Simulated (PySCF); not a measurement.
## Telling isomers of C$_{6}$H$_{2}$F$_{4}$ apart by NMR

- PBE0/pcSseg-1 with gauge-including orbitals
- couplings computed with B3LYP/pcJ-1 (spin–dipole term left out of most H,H and C,H couplings)
- geometry from PBE0-D3(BJ)/def2-SVP
- code: PySCF
- averaged over atoms made equivalent by symmetry, fast rotation or ring inversion, single conformer, no solvent model, non-relativistic

Scale: ¹H (31.27 ppm) and ¹³C (184.41 ppm) vs TMS (reference shieldings calculated alike). Multiplet labels drop J under 1 Hz and among equivalent protons, and merge close values. Unscaled 3J(H,H) run several per cent high. One-bond C–F couplings are unscaled and too large by tens of Hz. Shifts are as computed. Against solution values, carbons near 30 ppm lie about +2 ppm off and those near 130 ppm about +5 ppm (rms about the fit 1.9 ppm; single classes can miss by 10 ppm). Of 1328 compounds with measured shifts, 309 miss one by over three times the rms of a fit or turn the order of signals round; such compounds aren't used in these exercises. Signals without a measured value on file couldn't be tested in this way; 1H shifts scatter by 0.2 ppm about their fit, and single ones miss by 0.5 ppm.

(1) Tabulate the signals of `Fc1ccc(F)c(F)c1F`, `Fc1cc(F)c(F)cc1F` and their relative energies.

(2) What is the quickest way to tell Fc1ccc(F)c(F)c1F from Fc1cc(F)c(F)cc1F?

Results:

(1) 
```json
{"SMILES": "Fc1ccc(F)c(F)c1F", "carbon types": "4×C 2×CH", "δC": "155.1, 149.0, 114.9", "δH": "6.97 (m, 2H)", "E rel. (kcal/mol)": "3.4"}
{"SMILES": "Fc1cc(F)c(F)cc1F", "carbon types": "4×C 2×CH", "δC": "153.2, 111.7", "δH": "7.06 (m, 2H)", "E rel. (kcal/mol)": "0.0"}
```

Energies are electronic energies at PBE0/pcSseg-1 on these geometries, without zero-point or thermal terms, each for the one conformer computed, which needn't be the lowest.

(2) Count the carbon signals: 3 against 2. The first has an aromatic carbon bearing fluorine (C) at 149.0 ppm, the second an aromatic CH at 111.7 ppm. Their most deshielded carbons lie at 155.1 and 153.2 ppm.
